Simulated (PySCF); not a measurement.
r2SCANh on He (helium, neutral), 1s1 2p1, high-spin 3P determinant (an excited configuration). Calculation: PySCF 2.14, in aug-cc-pV5Z (6s5p4d3f2g, 80 functions); no relativity, point nucleus.

```
cycle= 1 E= -2.08734816608909  delta_E= -0.000549  |g|= 0.00283  |ddm|= 0.0641
cycle= 2 E= -2.08735062759844  delta_E= -2.46e-06  |g|= 0.000258  |ddm|= 0.00364
cycle= 3 E= -2.08735065961229  delta_E= -3.2e-08  |g|= 1.61e-05  |ddm|= 0.000368
cycle= 4 E= -2.08735065985594  delta_E= -2.44e-10  |g|= 1.88e-06  |ddm|= 4.76e-05
converged SCF energy = -2.08735065985594  <S^2> = 2  2S+1 = 3
```

Highest occupied orbital energy: 0.372 eV; ⟨L²⟩ = 2.00; populations by l: s 1.00, p 1.00, d 0.00, f 0.00.

Problem. Can this result be used?

Solution. Not for this state. The calculation finished and met its thresholds. The outer electron is Rydberg-like, and this basis confines it to a smaller radius and binds it less than a complete one would. At r2SCANh the highest occupied level has a positive energy, so only the finite basis holds that electron; for this excited configuration the basis is too tight for the outer shell.
